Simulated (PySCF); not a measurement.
selenium hexafluoride (F6Se), SMILES F[Se](F)(F)(F)(F)F. Geometry optimised at ωB97X-D3(BJ)/def2-SVP.

Computed equilibrium geometry at ωB97X-D3(BJ)/def2-SVP (PySCF confirms it by a frequency run) as bond lengths and angles, and its point group:
point group Oh.
Atoms: F1 Se2 F3 F4 F5 F6 F7. Bonds (Å): F1–Se2 1.705, Se2–F3 1.705, Se2–F4 1.705, Se2–F5 1.705, Se2–F6 1.705, Se2–F7 1.705. Bond angles (°): F1–Se2–F3 90.0, F1–Se2–F4 90.0, F1–Se2–F5 90.0, F1–Se2–F6 90.0, F1–Se2–F7 180.0, F3–Se2–F4 180.0, F3–Se2–F5 90.0, F3–Se2–F6 90.0, F3–Se2–F7 90.0, F4–Se2–F5 90.0, F4–Se2–F6 90.0, F4–Se2–F7 90.0, F5–Se2–F6 180.0, F5–Se2–F7 90.0, F6–Se2–F7 90.0.
Charge 0, spin multiplicity 1.
